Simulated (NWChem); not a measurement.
SiN2H4Cl2; SMILES N[Si](N)(Cl)Cl

```xyz
9

N      0.2892    -1.3620    -1.3711
Si     0.0000     0.0000    -0.3674
N     -0.2892     1.3620    -1.3711
Cl     1.6627     0.0847     0.8934
Cl    -1.6627    -0.0847     0.8934
H     -0.4278    -1.6288    -2.0505
H      0.7557    -2.1792    -0.9717
H      0.4278     1.6288    -2.0505
H     -0.7557     2.1792    -0.9717
```
Atoms are numbered in this order, from 1.

Program: NWChem. Pople sets run with spherical d functions. Structure relaxed at the PBE-D3(BJ)/def2-SVP level. GIAO values for the isolated, static molecule; σ is the absolute isotropic shielding.

| level | basis functions | σ N1 (ppm) | σ Si2 (ppm) | σ Cl4 (ppm) | σ H6 (ppm) | σ H7 (ppm) |
|---|---|---|---|---|---|---|
| B3LYP/6-31G* | 90 | 220.6 | 412.4 | 852.5 | 31.15 | 31.17 |
| B3LYP/6-311G** | 138 | (withheld) | (withheld) | (withheld) | 30.49 | 30.50 |
| B3LYP/def2-SVP | 102 | 225.7 | 415.9 | 868.8 | 30.35 | 30.32 |
| B3LYP/def2-TZVP | 197 | 213.1 | 333.2 | 813.1 | 30.43 | 30.34 |
| B3LYP/IGLO-II | 173 | 214.3 | 355.2 | 829.5 | 30.64 | 30.59 |

### Question
Fill in the missing entries.

### Answer

- B3LYP/6-311G**, σ N1 (ppm): 218.5
- B3LYP/6-311G**, σ Si2 (ppm): 347.2
- B3LYP/6-311G**, σ Cl4 (ppm): 819.9
